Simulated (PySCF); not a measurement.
**Be: excitation energy**

Be [He] 2s2 (1S) → Be [He] 2p2 (3P), as a difference of total energies. Computed with PySCF 2.14 in aug-cc-pVQZ with one added diffuse shell each of s, p, d, f, g type (7s6p5d4f3g, 105 functions), with the non-relativistic Hamiltonian (point nucleus). Correlated levels: valence: 1s2 frozen. The calculations carry no spin-orbit coupling.

```
           method  excitation energy (eV)
              UHF                   6.440
              LDA                   5.958
              PBE                   5.930
             PBE0                   6.218
           r2SCAN                   6.046
           M06-2X                   6.737
             BLYP                   6.072
          LC-wPBE                   6.611
            B97-3                   6.348
    MP2 (valence)                   7.072
SCS-MP2 (valence)                   7.348
```

Q: How much does correlation contribute at MP2 (valence)?

A: 7.072 − (6.440) = 0.632 eV, measured against UHF.

Errors of the correlated levels include the incompleteness of this basis and the frozen core.

For comparison: 7.401 eV (measured; NIST levels, between the centres of gravity of the two terms).
